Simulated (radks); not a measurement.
Effect of the nuclear size on neutral chlorine, [Ne] 3s2 3p5. Calculated with a radial shooting solver on a logarithmic mesh with Libxc functionals: Dirac Kohn-Sham, relativistic LDA (MacDonald-Vosko exchange, VWN5 correlation), spin-unpolarised, spherical densities, finite nucleus; open shells fill j = l - 1/2 first; Fermi nuclear charge, rms radius 3.3654 fm. The rms radius is varied about that value; shifts are against it.

| rms radius (fm) | total energy shift (eV) | density at nucleus (e/bohr^3) | 1s1/2 shift (meV) | 2s1/2 shift (meV) |
|---|---|---|---|---|
| 2.7966 | -0.00430 | 3568 | -1.81 | -0.132 |
| 3.0962 | -0.00213 | 3561 | -0.896 | -0.066 |
| 3.3654 | 0 | 3555 | 0.000 | 0.000 |
| 3.6649 | 0.00258 | 3550 | 1.08 | 0.079 |
| 4.1226 | 0.00693 | 3542 | 2.91 | 0.213 |

Slopes of the eigenvalues against <r^2> in GHz/fm^2, as finite differences over the two radii next to the reference (eigenvalue slopes, not the field-shift constants of lines): 1s1/2 124, 2s1/2 9.11.
